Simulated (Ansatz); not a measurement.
`F[SiH]1BO1` + `N[SiH](N)S` → `NB1O[SiH]1F` + `N[SiH2]S`  (redistribution)

Program: Ansatz. Geometries: PBE0-D4/def2-TZVP. ΔE: electronic, gas phase. CCSD(T)/CBS adds triple-zeta CCSD(T) − MP2 to the extrapolated MP2 energy (def2 sets, frozen cores). DFT in def2-TZVPP. B3LYP here is the variant with VWN-RPA as its local correlation; programs differ in this. HSE06 is defined as in plane-wave codes. Each species was taken in one conformer, which may not be the lowest.

`F[SiH]1BO1`:

```xyz
6

F     0.156   -1.989    0.507
Si    0.024   -0.660   -0.359
B    -0.504    0.994    0.373
O     0.813    0.682    0.371
H     0.585   -0.974   -1.686
H    -1.075    1.947    0.795
```

`N[SiH](N)S`:

```xyz
10

N     0.037    1.161   -1.044
Si    0.274   -0.071    0.114
N    -0.959    0.122    1.274
S     0.034   -2.131   -0.454
H    -0.838    1.232   -1.540
H     0.810    1.454   -1.619
H     1.698    0.080    0.520
H    -1.169   -0.602    1.940
H    -1.210    1.039    1.604
H     1.323   -2.285   -0.795
```

`NB1O[SiH]1F`:

Z-matrix (Å, degrees):
```
Si
F 1 1.594
B 1 1.878 2 123.9
O 1 1.695 2 114.0 3 51.1
H 1 1.477 2 105.3 3 176.5
N 3 1.381 1 168.4 2 -83.0
H 6 1.003 3 122.8 1 -6.2
H 6 1.007 3 122.3 1 172.8
```

`N[SiH2]S`:

Z-matrix (Å, degrees):
```
Si
S 1 2.151
N 1 1.706 2 111.5
H 1 1.484 2 111.6 3 -117.8
H 1 1.485 2 105.8 3 122.4
H 2 1.343 1 94.3 3 -148.1
H 3 1.006 1 122.1 2 53.2
H 3 1.006 1 120.4 2 -98.6
```

| level | ΔE (kcal/mol) | difference from CCSD(T)/CBS |
| --- | --- | --- |
| BLYP-D4 | -11.4 | -1.9 |
| r2SCAN-D4 | -11.3 | -1.8 |
| HSE06-D4 | -12.1 | -2.6 |
| ωB97X-V | -10.9 | -1.4 |
| ωB97M-V | -10.6 | -1.1 |
| B2PLYP | -11.2 | -1.7 |
| revPBE | -12.8 | -3.3 |
| PBE0 | -12.5 | -3.0 |
| B3LYP | -12.3 | -2.8 |
| BHLYP | -11.8 | -2.3 |
| RPA@PBE/def2-TZVPP | -9.7 | -0.2 |
| MP2/def2-SVP | -14.9 | -5.4 |
| CCSD(T)/def2-SVP | -15.2 | -5.7 |
| HF/def2-TZVPP | -11.4 | -1.9 |
| CCSD/def2-TZVPP | -10.4 | -0.9 |
| HF/def2-QZVPP | -11.1 | -1.6 |
| CCSD(T)/CBS | -9.5 | 0 |

Largest T1 diagnostic among the species: 0.015.

The D4 term adds +0.8 kcal/mol with B3LYP and +0.4 kcal/mol with PBE0; it sums over pairs of atoms, weighted by their polarisabilities, and B3LYP, whose exchange is more repulsive, gets the larger term. At CCSD(T), def2-SVP lies −5.7 kcal/mol from the extrapolated value and def2-TZVPP −0.8 kcal/mol. In def2-TZVPP, CCSD(T) changes the Hartree–Fock value by +1.1 kcal/mol (the triples alone add +0.2 kcal/mol) and MP2 by +1.3 kcal/mol.
